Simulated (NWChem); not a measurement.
A series in which one site is exchanged, each optimised at PBE0/def2-SVP with NWChem, gas phase unless a solvent is named. All stand in one matching conformer (torsions within 35°), which need not be the lowest. This build's default masses of Se (78.918 u) and Br (79.917 u) are each other's, which moves their modes by up to 0.6 %. For some, no frequency run checked for a minimum. def2 effective core potentials on Cd; no spin-orbit coupling.

A: [OH][Be][SiH3] (BeSiH₄O; site = Be)
B: [OH][Cd][SiH3] (CdSiH$_{4}$O; site = Cd)
C: [SiH3][Se]O (SiH4SeO; site = Se)
D: [OH][Mg][SiH3] (MgSiH4O; site = Mg)

Values for A:

| Property | Result |
|---|---|
| dipole (D), PBE0/def2-SVP | 2.47 |
| orbital gap (eV), PBE0/def2-SVP | 7.74 |
| static polarisability, PBE/def2-SVPD (bohr³) | 55.5 |
| lowest singlet excitation, PBE/def2-SVPD, TDA (eV) | 6.16 |

### Question
How do these values change for the other members?

### Answer
```
change from A                                           B      C      D
--------------------------------------------------  -----  -----  -----
dipole (D), PBE0/def2-SVP                           -0.95  -0.85  -1.29
orbital gap (eV), PBE0/def2-SVP                     -1.10  -2.19  -1.26
static polarisability, PBE/def2-SVPD (bohr³)        +18.0  +10.6  +14.5
lowest singlet excitation, PBE/def2-SVPD, TDA (eV)  -1.48  -2.66  -1.26
```
